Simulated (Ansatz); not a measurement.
`[SiH3][O][GeH2][Cl]` → HCl + `[SiH3][O][GeH]` at 600 K and 1 bar (germylene formation by 1,1-elimination).

Program: Ansatz. Geometries: PBE0-D4/def2-TZVP. ΔE: electronic, gas phase. CCSD(T)/CBS adds triple-zeta CCSD(T) − MP2 to the extrapolated MP2 energy (def2 sets, frozen cores). This one scheme is used for every species. For Ge outer-core shells are correlated without core-valence functions, which leaves a few kJ/mol of doubt a bond. Scalar relativity is left out up to krypton. One conformer a species, not always the lowest.

```json
{"species": "`[SiH3][O][GeH2][Cl]`", "CCSD(T)/CBS energy (Eh)": "-2903.24621", "H − E (kJ/mol)": "183.5", "S (J/(mol·K))": "459.8"}
{"species": "HCl", "CCSD(T)/CBS energy (Eh)": "-460.38127", "H − E (kJ/mol)": "35.4", "S (J/(mol·K))": "207.2"}
{"species": "`[SiH3][O][GeH]`", "CCSD(T)/CBS energy (Eh)": "-2442.79250", "H − E (kJ/mol)": "139.4", "S (J/(mol·K))": "385.9"}
```

H − E and S are ideal-gas, rigid-rotor, harmonic terms from PBE0-D4/def2-TZVP, for one conformer and one mirror image of each species. 1 Eh = 2625.50 kJ/mol, R = 8.31446 J/(mol·K).

Question: By hand: ΔE, ΔH, ΔS and ΔG.

Answer: ΔE = (-460.38127) + (-2442.79250) − (-2903.24621) = 0.07244 Eh = 190.2 kJ/mol. Δ(H − E) = 35.4 + 139.4 − 183.5 = -8.7, so ΔH = 181.5 kJ/mol. ΔS = 207.2 + 385.9 − 459.8 = 133.3 J/(mol·K). ΔG = 181.5 − 600 × (133.3)/1000 = 101.5 kJ/mol.

Question: By hand: the equilibrium constant, and the temperature at which ΔG would vanish if ΔH and ΔS stayed fixed.

Answer: log₁₀ K = −ΔG/(RT ln 10) = -8.8. ΔG = 0 at ΔH/ΔS = 1362 K.

The number of gas molecules changes by +1, which sets the sign of ΔS. A doubt of 5 kJ/mol in ΔE shifts log₁₀ K by 0.4 here. Other conformers and mirror images would add mixing entropy, several J/(mol·K) or more a flexible species. Modes under 60 cm⁻¹, often nearly free rotors, make the harmonic entropy too high. These are equilibria of isolated gas molecules and say nothing of rates. Largest T1 diagnostic: 0.014 (customary marks: 0.02 for closed shells, 0.045 for open ones).
